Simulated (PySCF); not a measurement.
# Computed records: CH₄B

Computed with PySCF 2.14.0. Calculation on a computer-drawn molecule: vertical ionisation energy to the stated ion spin, frozen-core CCSD(T) at the basis limit and cheaper methods, single-reference cases, UHF for radicals, no spin-orbit; all values are single points at the evaluated structure, the first of each entry, which is the reference or a displaced copy of it and isn't optimised; the reference structure only sets the zero of the energies above reference; triples share is (T) over the correlation energy.

Common to all runs: charge 1; multiplicity 1; ion multiplicity 2; diffuse functions no; basis cc-pVnZ; reference is the Hartree-Fock double-zeta minimum; best is HF at quadruple zeta + MP2 correlation extrapolated from triple and quadruple zeta + CCSD(T) minus MP2 at triple zeta; basis step is the size of the change from the same recipe one zeta lower.

(1) CH₄B

Evaluated structure:
```xyz
6
CH4B
B      1.1070     0.2134    -2.0401
C     -0.0339     0.0720    -1.0856
H      1.8603     0.5366    -2.9217
H      0.4401    -0.2538    -0.2105
H     -0.5620     1.0307    -0.8509
H     -0.7215    -0.6253    -1.4958
```

Reference structure:
```xyz
6
CH4B
B      1.0518     0.2986    -2.0885
C     -0.0025     0.0648    -1.0719
H      1.8871     0.4839    -2.8939
H      0.4522    -0.3249    -0.1511
H     -0.5180     1.0092    -0.8508
H     -0.7292    -0.6644    -1.4547
```

The calculation gives: ionisation energy best 21.29 eV; ionisation energy basis step 0.0326 eV; energy above reference best 5.63 kcal/mol; energy above reference basis step 0.07779 kcal/mol; ionisation energy Koopmans at triple zeta 21.62 eV; ionisation energy EOM CCSD at triple zeta 21.2 eV; total energy HF triple zeta -64.5779 hartree; total energy CCSD(T) triple zeta -64.8589 hartree; total energy best -64.8900 hartree; T1 diagnostic at triple zeta 0.01269; D1 diagnostic at triple zeta 0.02779; ion T1 diagnostic at triple zeta 0.0307; ion D1 diagnostic at triple zeta 0.1167; ion spin squared at triple zeta 0.7669; triples share at triple zeta 0.03251; basis functions triple zeta 116.

Drawn bonds:
```csv
atom,other atom,order
1,2,1
1,3,1
2,4,1
2,5,1
2,6,1
```

Triple zeta:
```csv
method,ionisation energy (eV),energy above reference (kcal/mol)
HF,20.21,5.671
PBE,20.77,5.968
r2SCAN,20.82,5.86
B3LYP,21.01,5.867
wB97X,21.05,5.667
MP2,21.27,5.652
CCSD,21.15,5.602
CCSD(T),21.19,5.648
```

(2) CH₄B

Evaluated structure:
```xyz
6
CH4B
B      1.1777     0.4154    -2.0951
C      0.0299     0.0812    -1.0284
H      1.9927     0.4937    -2.8238
H      0.6378    -0.3605    -0.2814
H     -0.6908     1.4159    -0.8696
H     -0.7860    -0.5869    -1.2913
```

Reference structure:
```xyz
6
CH4B
B      1.0518     0.2986    -2.0885
C     -0.0025     0.0648    -1.0719
H      1.8871     0.4839    -2.8939
H      0.4522    -0.3249    -0.1511
H     -0.5180     1.0092    -0.8508
H     -0.7292    -0.6644    -1.4547
```

The calculation gives: ionisation energy best 19.26 eV; ionisation energy basis step 0.005884 eV; energy above reference best 46.89 kcal/mol; energy above reference basis step 0.3439 kcal/mol; ionisation energy Koopmans at triple zeta 18.95 eV; ionisation energy EOM CCSD at triple zeta 19.14 eV; total energy HF triple zeta -64.5054 hartree; total energy CCSD(T) triple zeta -64.7940 hartree; total energy best -64.8243 hartree; T1 diagnostic at triple zeta 0.01451; D1 diagnostic at triple zeta 0.03357; ion T1 diagnostic at triple zeta 0.02651; ion D1 diagnostic at triple zeta 0.09353; ion spin squared at triple zeta 0.771; triples share at triple zeta 0.03659; basis functions triple zeta 116.

Drawn bonds:
```csv
atom,other atom,order
1,2,1
1,3,1
2,4,1
2,5,1
2,6,1
```

Triple zeta:
```csv
method,ionisation energy (eV),energy above reference (kcal/mol)
HF,17.67,51.17
PBE,19.09,45.02
r2SCAN,18.98,47.6
B3LYP,19.1,46.86
wB97X,19,49.11
MP2,19.13,48.55
CCSD,19.07,47.21
CCSD(T),19.17,46.37
```

(3) CH₄B

Evaluated structure:
```xyz
6
CH4B
B      1.0494     0.2998    -2.0894
C     -0.0040     0.0632    -1.0703
H      1.8893     0.4839    -2.8904
H      0.5032    -0.3728    -0.0443
H     -0.5192     1.0076    -0.8522
H     -0.7317    -0.6612    -1.4470
```

Reference structure:
```xyz
6
CH4B
B      1.0518     0.2986    -2.0885
C     -0.0025     0.0648    -1.0719
H      1.8871     0.4839    -2.8939
H      0.4522    -0.3249    -0.1511
H     -0.5180     1.0092    -0.8508
H     -0.7292    -0.6644    -1.4547
```

The calculation gives: ionisation energy best 21.23 eV; ionisation energy basis step 0.01135 eV; energy above reference best 4.675 kcal/mol; energy above reference basis step 0.03992 kcal/mol; ionisation energy Koopmans at triple zeta 21.34 eV; ionisation energy EOM CCSD at triple zeta 21.12 eV; total energy HF triple zeta -64.5780 hartree; total energy CCSD(T) triple zeta -64.8606 hartree; total energy best -64.8916 hartree; T1 diagnostic at triple zeta 0.01286; D1 diagnostic at triple zeta 0.02714; ion T1 diagnostic at triple zeta 0.02765; ion D1 diagnostic at triple zeta 0.1063; ion spin squared at triple zeta 0.7597; triples share at triple zeta 0.03372; basis functions triple zeta 116.

Drawn bonds:
```csv
atom,other atom,order
1,2,1
1,3,1
2,4,1
2,5,1
2,6,1
```

Triple zeta:
```csv
method,ionisation energy (eV),energy above reference (kcal/mol)
HF,19.8,5.619
PBE,20.87,3.704
r2SCAN,20.91,4.446
B3LYP,21.05,4.43
wB97X,21.07,4.827
MP2,21.15,4.931
CCSD,21.06,4.77
CCSD(T),21.14,4.569
```

(4) CH₄B

Evaluated structure:
```xyz
6
CH4B
B      1.0494     0.2998    -2.0894
C     -0.0040     0.0632    -1.0703
H      1.8893     0.4839    -2.8904
H      0.6813    -0.5258     0.3159
H     -0.5192     1.0076    -0.8522
H     -0.7317    -0.6612    -1.4470
```

Reference structure:
```xyz
6
CH4B
B      1.0518     0.2986    -2.0885
C     -0.0025     0.0648    -1.0719
H      1.8871     0.4839    -2.8939
H      0.4522    -0.3249    -0.1511
H     -0.5180     1.0092    -0.8508
H     -0.7292    -0.6644    -1.4547
```

The calculation gives: ionisation energy best 19.41 eV; ionisation energy basis step 0.0007403 eV; energy above reference best 45.86 kcal/mol; energy above reference basis step 0.03168 kcal/mol; ionisation energy Koopmans at triple zeta 18.86 eV; ionisation energy EOM CCSD at triple zeta 19.29 eV; total energy HF triple zeta -64.5027 hartree; total energy CCSD(T) triple zeta -64.7951 hartree; total energy best -64.8259 hartree; T1 diagnostic at triple zeta 0.01437; D1 diagnostic at triple zeta 0.0333; ion T1 diagnostic at triple zeta 0.01573; ion D1 diagnostic at triple zeta 0.04904; ion spin squared at triple zeta 0.7551; triples share at triple zeta 0.03812; basis functions triple zeta 116.

Drawn bonds:
```csv
atom,other atom,order
1,2,1
1,3,1
2,4,1
2,5,1
2,6,1
```

Triple zeta:
```csv
method,ionisation energy (eV),energy above reference (kcal/mol)
HF,17.62,52.86
PBE,19.27,42.39
r2SCAN,19.16,45.56
B3LYP,19.24,45.19
wB97X,19.08,48.74
MP2,19.2,48.34
CCSD,19.19,46.9
CCSD(T),19.32,45.68
```

(5) CH₄B

Evaluated structure:
```xyz
6
CH4B
B      1.0704     0.3510    -2.0589
C      0.0103    -0.0330    -1.0885
H      1.8394     0.4388    -2.8966
H      0.4739    -0.3035    -0.2229
H     -0.5630     0.9921    -0.9236
H     -0.7246    -0.6879    -1.5185
```

Reference structure:
```xyz
6
CH4B
B      1.0518     0.2986    -2.0885
C     -0.0025     0.0648    -1.0719
H      1.8871     0.4839    -2.8939
H      0.4522    -0.3249    -0.1511
H     -0.5180     1.0092    -0.8508
H     -0.7292    -0.6644    -1.4547
```

The calculation gives: ionisation energy best 21.15 eV; ionisation energy basis step 0.01622 eV; energy above reference best 8.059 kcal/mol; energy above reference basis step 0.07242 kcal/mol; ionisation energy Koopmans at triple zeta 21.27 eV; ionisation energy EOM CCSD at triple zeta 21.05 eV; total energy HF triple zeta -64.5737 hartree; total energy CCSD(T) triple zeta -64.8549 hartree; total energy best -64.8862 hartree; T1 diagnostic at triple zeta 0.01257; D1 diagnostic at triple zeta 0.02755; ion T1 diagnostic at triple zeta 0.04068; ion D1 diagnostic at triple zeta 0.163; ion spin squared at triple zeta 0.766; triples share at triple zeta 0.03283; basis functions triple zeta 116.

Drawn bonds:
```csv
atom,other atom,order
1,2,1
1,3,1
2,4,1
2,5,1
2,6,1
```

Triple zeta:
```csv
method,ionisation energy (eV),energy above reference (kcal/mol)
HF,19.79,8.311
PBE,20.82,8.419
r2SCAN,20.83,8.234
B3LYP,20.98,8.142
wB97X,20.98,8.309
MP2,21.11,8.072
CCSD,20.99,8.124
CCSD(T),21.06,8.108
```

(6) CH₄B

Evaluated structure:
```xyz
6
CH4B
B      1.0684     0.3085    -2.0018
C      0.0644     0.0930    -0.9725
H      2.2135     0.6565    -3.3150
H      0.3956    -0.3003    -0.1597
H     -0.5376     1.0446    -0.9154
H     -0.7283    -0.6394    -1.5247
```

Reference structure:
```xyz
6
CH4B
B      1.0518     0.2986    -2.0885
C     -0.0025     0.0648    -1.0719
H      1.8871     0.4839    -2.8939
H      0.4522    -0.3249    -0.1511
H     -0.5180     1.0092    -0.8508
H     -0.7292    -0.6644    -1.4547
```

Results for CH₄B: ionisation energy best 19.76 eV; ionisation energy basis step 0.02137 eV; energy above reference best 61.34 kcal/mol; energy above reference basis step 0.005652 kcal/mol; ionisation energy Koopmans at triple zeta 19.66 eV; ionisation energy EOM CCSD at triple zeta 19.79 eV; total energy HF triple zeta -64.4768 hartree; total energy CCSD(T) triple zeta -64.7703 hartree; total energy best -64.8013 hartree; T1 diagnostic at triple zeta 0.01409; D1 diagnostic at triple zeta 0.027; ion T1 diagnostic at triple zeta 0.02749; ion D1 diagnostic at triple zeta 0.08276; ion spin squared at triple zeta 0.7686; triples share at triple zeta 0.0355; basis functions triple zeta 116.

Drawn bonds:
```csv
atom,other atom,order
1,2,1
1,3,1
2,4,1
2,5,1
2,6,1
```

Triple zeta:
```csv
method,ionisation energy (eV),energy above reference (kcal/mol)
HF,18.65,69.12
PBE,19.18,58.12
r2SCAN,19.19,61.29
B3LYP,19.43,61.79
wB97X,19.49,63.48
MP2,19.48,64.43
CCSD,19.69,61.97
CCSD(T),19.67,61.21
```

(7) CH₄B

Evaluated structure:
```xyz
6
CH4B
B      1.0568     0.2822    -2.1641
C     -0.0032     0.0210    -1.0889
H      1.8738     0.4834    -2.8722
H      0.6667    -0.4345     0.3191
H     -0.5021     1.0554    -0.8782
H     -0.6321    -0.7620    -1.4894
```

Reference structure:
```xyz
6
CH4B
B      1.0518     0.2986    -2.0885
C     -0.0025     0.0648    -1.0719
H      1.8871     0.4839    -2.8939
H      0.4522    -0.3249    -0.1511
H     -0.5180     1.0092    -0.8508
H     -0.7292    -0.6644    -1.4547
```

It finds ionisation energy best 19.34 eV; ionisation energy basis step 0.001109 eV; energy above reference best 49.9 kcal/mol; energy above reference basis step 0.1507 kcal/mol; ionisation energy Koopmans at triple zeta 18.83 eV; ionisation energy EOM CCSD at triple zeta 19.22 eV; total energy HF triple zeta -64.4968 hartree; total energy CCSD(T) triple zeta -64.7890 hartree; total energy best -64.8195 hartree; T1 diagnostic at triple zeta 0.01448; D1 diagnostic at triple zeta 0.0346; ion T1 diagnostic at triple zeta 0.01611; ion D1 diagnostic at triple zeta 0.04689; ion spin squared at triple zeta 0.7548; triples share at triple zeta 0.03819; basis functions triple zeta 116.

Drawn bonds:
```csv
atom,other atom,order
1,2,1
1,3,1
2,4,1
2,5,1
2,6,1
```

Triple zeta:
```csv
method,ionisation energy (eV),energy above reference (kcal/mol)
HF,17.59,56.54
PBE,19.22,46.78
r2SCAN,19.11,50.06
B3LYP,19.18,49.46
wB97X,19.02,52.92
MP2,19.14,52.16
CCSD,19.12,50.75
CCSD(T),19.25,49.52
```

(8) CH₄B

Evaluated structure:
```xyz
6
CH4B
B      1.0568     0.2822    -2.1641
C     -0.0032     0.0210    -1.0889
H      1.8738     0.4834    -2.8722
H      0.6766    -0.4412     0.3399
H     -0.5021     1.0554    -0.8782
H     -0.6321    -0.7620    -1.4894
```

Reference structure:
```xyz
6
CH4B
B      1.0518     0.2986    -2.0885
C     -0.0025     0.0648    -1.0719
H      1.8871     0.4839    -2.8939
H      0.4522    -0.3249    -0.1511
H     -0.5180     1.0092    -0.8508
H     -0.7292    -0.6644    -1.4547
```

Drawn bonds:
```csv
atom,other atom,order
1,2,1
1,3,1
2,4,1
2,5,1
2,6,1
```

(9) CH₄B

Evaluated structure:
```xyz
6
CH4B
B      1.0801     0.3127    -2.1554
C      0.0820     0.1500    -1.0829
H      1.9703     0.4216    -2.8810
H      0.5068    -0.2974    -0.2108
H     -0.5129     0.9262    -0.8219
H     -0.7325    -0.7535    -1.4382
```

Reference structure:
```xyz
6
CH4B
B      1.0518     0.2986    -2.0885
C     -0.0025     0.0648    -1.0719
H      1.8871     0.4839    -2.8939
H      0.4522    -0.3249    -0.1511
H     -0.5180     1.0092    -0.8508
H     -0.7292    -0.6644    -1.4547
```

Drawn bonds:
```csv
atom,other atom,order
1,2,1
1,3,1
2,4,1
2,5,1
2,6,1
```

(10) CH₄B

Evaluated structure:
```xyz
6
CH4B
B      1.0587     0.4025    -2.0239
C      0.1441     0.0843    -1.0163
H      1.9338     0.5271    -2.8779
H      0.4668    -0.4653     0.1127
H     -0.4488     1.1089    -0.7953
H     -0.6541    -0.6978    -1.4417
```

Reference structure:
```xyz
6
CH4B
B      1.0518     0.2986    -2.0885
C     -0.0025     0.0648    -1.0719
H      1.8871     0.4839    -2.8939
H      0.4522    -0.3249    -0.1511
H     -0.5180     1.0092    -0.8508
H     -0.7292    -0.6644    -1.4547
```

Drawn bonds:
```csv
atom,other atom,order
1,2,1
1,3,1
2,4,1
2,5,1
2,6,1
```

To be estimated
1. What ion spin squared at triple zeta does the calculation give for CH₄B (entry 8)?
2. Give the missing energy above reference basis step for CH₄B (entry 8).
3. Give the missing energy above reference basis step for CH₄B (entry 9).
4. Estimate the ionisation energy basis step of CH₄B (entry 9).
5. Give the table of triple zeta values for CH₄B (entry 9).
6. Give the missing T1 diagnostic at triple zeta for CH₄B (entry 10).
7. What energy above reference basis step does the calculation give for CH₄B (entry 10)?

Answers
1. 0.7546
2. 0.1646 kcal/mol
3. 0.01998 kcal/mol
4. 0.009146 eV
5. 
Triple zeta:
```csv
method,ionisation energy (eV),energy above reference (kcal/mol)
HF,19.31,13.02
PBE,20.67,11.38
r2SCAN,20.63,11.61
B3LYP,20.72,11.53
wB97X,20.66,12.33
MP2,20.71,12.28
CCSD,20.63,12.21
CCSD(T),20.72,12.05
```
6. 0.01316
7. 0.4793 kcal/mol

Further results for CH₄B (entry 8):

* ionisation energy best: 19.26 eV
* ionisation energy basis step: 0.002246 eV
* energy above reference best: 52.34 kcal/mol
* ionisation energy Koopmans at triple zeta: 18.72 eV
* ionisation energy EOM CCSD at triple zeta: 19.13 eV
* total energy HF triple zeta: -64.4922 hartree
* total energy CCSD(T) triple zeta: -64.7851 hartree
* total energy best: -64.8156 hartree
* T1 diagnostic at triple zeta: 0.01457
* D1 diagnostic at triple zeta: 0.03496
* ion T1 diagnostic at triple zeta: 0.01611
* ion D1 diagnostic at triple zeta: 0.04848
* triples share at triple zeta: 0.03851
* basis functions triple zeta: 116

Triple zeta:
```csv
method,ionisation energy (eV),energy above reference (kcal/mol)
HF,17.48,59.43
PBE,19.14,49.13
r2SCAN,19.02,52.54
B3LYP,19.09,51.92
wB97X,18.93,55.61
MP2,19.05,54.77
CCSD,19.04,53.25
CCSD(T),19.17,51.96
```

Further results for CH₄B (entry 9):

- ionisation energy best: 20.81 eV
- energy above reference best: 12 kcal/mol
- ionisation energy Koopmans at triple zeta: 20.74 eV
- ionisation energy EOM CCSD at triple zeta: 20.7 eV
- total energy HF triple zeta: -64.5662 hartree
- total energy CCSD(T) triple zeta: -64.8487 hartree
- total energy best: -64.8799 hartree
- T1 diagnostic at triple zeta: 0.01299
- D1 diagnostic at triple zeta: 0.02848
- ion T1 diagnostic at triple zeta: 0.01543
- ion D1 diagnostic at triple zeta: 0.04718
- ion spin squared at triple zeta: 0.7591
- triples share at triple zeta: 0.03349
- basis functions triple zeta: 116

Further results for CH₄B (entry 10):

- ionisation energy best: 20.73 eV
- ionisation energy basis step: 0.01025 eV
- energy above reference best: 21.28 kcal/mol
- ionisation energy Koopmans at triple zeta: 20.74 eV
- ionisation energy EOM CCSD at triple zeta: 20.61 eV
- total energy HF triple zeta: -64.5447 hartree
- total energy CCSD(T) triple zeta: -64.8338 hartree
- total energy best: -64.8651 hartree
- D1 diagnostic at triple zeta: 0.02889
- ion T1 diagnostic at triple zeta: 0.04269
- ion D1 diagnostic at triple zeta: 0.1722
- ion spin squared at triple zeta: 0.7664
- triples share at triple zeta: 0.03643
- basis functions triple zeta: 116

Triple zeta:
```csv
method,ionisation energy (eV),energy above reference (kcal/mol)
HF,19.36,26.48
PBE,20.39,17.06
r2SCAN,20.42,19.59
B3LYP,20.55,19.93
wB97X,20.51,21.64
MP2,20.68,22.34
CCSD,20.56,22.23
CCSD(T),20.64,21.41
```
